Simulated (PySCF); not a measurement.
Polarisability and C₆ of Yb⁶⁴⁺ (ytterbium, charge +64)

[He] 2s2 2p2, high-spin 3P determinant. All numbers are calculated (PySCF 2.14, scalar relativity by spin-free X2C-1e, in an even-tempered Gaussian basis (18 s from 42 bohr⁻², ratio 2.2; 13 p from 54 bohr⁻², ratio 2.2; 5 d from 200 bohr⁻², ratio 2.4; 5 f from 300 bohr⁻², ratio 2.4; 4 g from 450 bohr⁻², ratio 2.4)). Coupled (time-dependent) response in atomic units; α is the mean over directions.

```json
{"method": "UHF", "mean α (bohr³)": "0.0001277", "α xx, yy, zz": "0.0001727, 0.0001052, 0.0001052", "C₆ (like pair)": "7.016e-07", "S(−4)": "6.674e-08"}
{"method": "PBE0", "mean α (bohr³)": "0.0001269", "α xx, yy, zz": "0.0001723, 0.0001042, 0.0001042", "C₆ (like pair)": "6.954e-07", "S(−4)": "6.608e-08"}
```

S(−4) is the Cauchy moment in α(ω) = α(0) + S(−4) ω² + …

Spin-orbit coupling is absent.

α(iu) at PBE0:

| u (hartree) | α(iu) (bohr³) |
| --- | --- |
| 0 | 0.0001269 |
| 6.00 | 0.0001246 |
| 12.0 | 0.0001181 |
| 24.0 | 9.872e-05 |
| 36.0 | 7.900e-05 |
| 48.0 | 6.344e-05 |
| 60.0 | 5.216e-05 |
| 90.0 | 3.605e-05 |
| 120 | 2.830e-05 |
| 180 | 2.101e-05 |
| 300 | 1.450e-05 |

A single London oscillator, α(iu) = α/(1 + u²/ω²), gives C₆ = (3/4) ω α². Matching the computed C₆ needs ω = 4 × 6.954e-07 / (3 × 0.0001269²) = 57.6 hartree.

For an ion, C₆ is the dispersion term alone; charge-induced terms of lower order in 1/R come first.

The components differ because the open shell of this determinant is not spherical; for a pure term their mean is the scalar polarisability.

Spin-orbit coupling is strong in this species (close to jj coupling), so the high-spin LS determinant is a model state, not a physical level.
